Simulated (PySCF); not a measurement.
FHSTe. Atoms are numbered in the order given.

```xyz
4

Te     0.4891    -0.1984    -0.0157
F     -0.6736    -1.6832    -0.4552
S     -1.1318     1.4719     0.3633
H     -1.2605     1.9174    -0.9016
```
Charge 0, spin multiplicity 1.

Coordinates come from a B3LYP-D3(BJ)/def2-TZVP optimisation. The def2 effective core potentials stand for the cores of Te; spin–orbit coupling is left out. The values are those of a single conformer.

Method: TDA-PBE0/def2-SVPD in PySCF 2.14.0.

Vertical excitations. Isolated molecule, no solvent.

Computed UV-visible absorptions:
| state | energy (eV) | λ (nm) | f | main pairs |
|---|---|---|---|---|
| S1 | 2.92 | 425 | 0.001 | HOMO→LUMO 98 % |
| S2 | 3.52 | 353 | 0.001 | HOMO→LUMO+1 97 % |
| S3 | 5.00 | 248 | 0.009 | HOMO−1→LUMO+1 76 %, HOMO−1→LUMO 20 % |
| S4 | 5.14 | 241 | 0.014 | HOMO−1→LUMO 67 %, HOMO−1→LUMO+1 23 % |
| S5 | 5.42 | 229 | 0.045 | HOMO→LUMO+2 97 % |
| S6 | 5.92 | 209 | 0.008 | HOMO−2→LUMO 94 % |
| S7 | 6.42 | 193 | 0.073 | HOMO→LUMO+3 96 % |
| S8 | 6.74 | 184 | 0.019 | HOMO−1→LUMO+2 94 % |
| S9 | 6.83 | 181 | 0.082 | HOMO→LUMO+4 95 % |
| S10 | 7.04 | 176 | 0.018 | HOMO→LUMO+5 87 % |
| T1 | 2.10 | 590 | 0 | HOMO→LUMO 99 % |
| T2 | 2.74 | 452 | 0 | HOMO→LUMO+1 98 % |
| T3 | 4.33 | 286 | 0 | HOMO−1→LUMO 74 %, HOMO−1→LUMO+1 23 % |
| T4 | 4.38 | 283 | 0 | HOMO−1→LUMO+1 74 %, HOMO−1→LUMO 24 % |
Triplets are in the Tamm–Dancoff approximation.
